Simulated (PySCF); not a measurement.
## Correlation energy of Ca⁺ (calcium, charge +1)

[Ar] 4p1, 2P determinant (an excited configuration). Calculation: PySCF 2.14, in x2c-QZVPPall; the spin-free X2C one-electron Hamiltonian (Gaussian nucleus). Frozen: [Ne]; 9 electrons correlated.

```csv
level,correlation energy (mhartree)
CCSD,-224.57
(T),-6.06
CCSD(T),-230.63
```

Diagnostics: T1 = 0.0095, D1 = 0.0400, largest double amplitude 0.020.

Cost of the coupled-cluster step: of the order of 21 core-seconds, for 9 correlated electrons.

Iterations:

```
CC2 = 0
CCSD nocc = (np.int64(5), np.int64(4)), nmo = (68, 68)
frozen orbitals [[0, 1, 2, 3, 4], [0, 1, 2, 3, 4]]
max_cycle = 100
direct = 0
conv_tol = 1e-08
conv_tol_normt = 1e-06
diis_space = 8
diis_start_cycle = 0
Init t2, MP2 energy = -0.202720052930723
Init E_corr(UCCSD) = -0.202720052944944
cycle = 1  E_corr(UCCSD) = -0.220376280463083  dE = -0.0176562275  norm(t1,t2) = 0.0336638
cycle = 2  E_corr(UCCSD) = -0.223534677845065  dE = -0.00315839738  norm(t1,t2) = 0.0119169
cycle = 3  E_corr(UCCSD) = -0.224772876763701  dE = -0.00123819892  norm(t1,t2) = 0.00550191
cycle = 4  E_corr(UCCSD) = -0.224579917696236  dE = 0.000192959067  norm(t1,t2) = 0.000772144
cycle = 5  E_corr(UCCSD) = -0.224568754338103  dE = 1.11633581e-05  norm(t1,t2) = 0.000121202
cycle = 6  E_corr(UCCSD) = -0.224571174874634  dE = -2.42053653e-06  norm(t1,t2) = 2.39491e-05
cycle = 7  E_corr(UCCSD) = -0.224571052474188  dE = 1.22400446e-07  norm(t1,t2) = 3.08926e-06
cycle = 8  E_corr(UCCSD) = -0.224571016107859  dE = 3.63663283e-08  norm(t1,t2) = 7.92237e-07
cycle = 9  E_corr(UCCSD) = -0.224571019043912  dE = -2.9360531e-09  norm(t1,t2) = 6.0614e-07
UCCSD converged
E(UCCSD) = -679.5643491506169  E_corr = -0.2245710190439124
UCCSD(T) correction = -0.00605897982438612
```

The basis was made for the ground configuration and has no added diffuse functions, which can raise the energy of the promoted electron.

This basis was not built for core-valence correlation, so the inner-shell part is incomplete.
